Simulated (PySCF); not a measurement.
## Assignment exercise: C6H7BO2S

Molfile (atoms numbered from 1):
```
C6H7BO2S
     RDKit          3D

 17 17  0  0  0  0  0  0  0  0999 V2000
   -3.2011    0.4096    0.4188 O   0  0  0  0  0  0  0  0  0  0  0  0
   -2.2353    0.0110   -0.4604 B   0  0  0  0  0  0  0  0  0  0  0  0
   -2.6258   -0.4240   -1.6877 O   0  0  0  0  0  0  0  0  0  0  0  0
   -0.7052    0.0211   -0.1240 C   0  0  0  0  0  0  0  0  0  0  0  0
   -0.1854    0.6532    1.0150 C   0  0  0  0  0  0  0  0  0  0  0  0
    1.1726    0.6463    1.3085 C   0  0  0  0  0  0  0  0  0  0  0  0
    2.0667   -0.0115    0.4527 C   0  0  0  0  0  0  0  0  0  0  0  0
    3.7762    0.0074    0.8815 S   0  0  0  0  0  0  0  0  0  0  0  0
    1.5713   -0.6466   -0.6935 C   0  0  0  0  0  0  0  0  0  0  0  0
    0.2095   -0.6225   -0.9710 C   0  0  0  0  0  0  0  0  0  0  0  0
   -2.8573    0.6424    1.2853 H   0  0  0  0  0  0  0  0  0  0  0  0
   -3.5847   -0.4111   -1.7771 H   0  0  0  0  0  0  0  0  0  0  0  0
   -0.8514    1.1872    1.7021 H   0  0  0  0  0  0  0  0  0  0  0  0
    1.5450    1.1535    2.2019 H   0  0  0  0  0  0  0  0  0  0  0  0
    4.2129   -0.6973   -0.1823 H   0  0  0  0  0  0  0  0  0  0  0  0
    2.2556   -1.1618   -1.3724 H   0  0  0  0  0  0  0  0  0  0  0  0
   -0.1632   -1.1181   -1.8709 H   0  0  0  0  0  0  0  0  0  0  0  0
  1  2  1  0
  2  3  1  0
  2  4  1  0
  4  5  1  0
  5  6  2  0
  6  7  1  0
  7  8  1  0
  7  9  2  0
  9 10  1  0
 10  4  2  0
  1 11  1  0
  3 12  1  0
  5 13  1  0
  6 14  1  0
  8 15  1  0
  9 16  1  0
 10 17  1  0
M  END
```

PySCF 2.14 calculation with shieldings: GIAO B97-2/pcSseg-1 and geometry: PBE0-D3(BJ)/def2-SVP; isolated molecule, one computed conformer, equivalent nuclei averaged, non-relativistic.

Shifts are taken against calculated references (same method and geometry level): 13C (183.69 ppm) and 1H (31.38 ppm) against TMS.

**Question.** Assign these signals to the numbered atoms. 13C{1H} NMR (computed): δ 143.7, 136.5, 127.3, 126.3.

**Answer.** 
143.7 → C7, aromatic carbon bearing sulfur
136.5 → C5/C10, aromatic CH: the aromatic region
127.3 → C6/C9, aromatic CH
126.3 → C4, substituted aromatic carbon

C6/C9 and C4 lie closer than the usual error of such a calculation, so a measured spectrum could show them in the other order.

**Question.** Assign these signals to the numbered atoms. 1H NMR (300 MHz, computed): δ 7.53 (d, 2H), 7.06 (d, 2H), 4.02 (br s, 2H), 3.56 (br s, 1H).

**Answer.** 
| δ (ppm) | atoms | environment | reason |
| --- | --- | --- | --- |
| 7.53 | H13/H17 | hydrogen on an aromatic CH | it sits in the deshielding region of the aromatic ring current |
| 7.06 | H14/H16 | hydrogen on an aromatic CH | – |
| 4.02 | H11/H12 | hydrogen on an oxygen bonded to B | exchangeable; this is the value without hydrogen bonding to other molecules |
| 3.56 | H15 | hydrogen on a thiol sulfur | exchangeable, gas-phase position |

OH/NH shifts are gas-phase values; hydrogen bonding in solution moves them, usually downfield. A carbon bonded to boron is broadened by the quadrupolar boron nucleus and is often missing from a measured spectrum. Shifts are as computed. Against solution values, carbons near 30 ppm lie about +1 ppm off and those near 130 ppm about +2 ppm. Of 1211 compounds with measured shifts, 218 miss one by over three times the rms of a fit or turn the order of signals round; such compounds aren't used in these exercises. Multiplicities follow the n + 1 count of equivalent neighbours, as no J values were calculated; m marks all less simple cases, F and P coupling included.
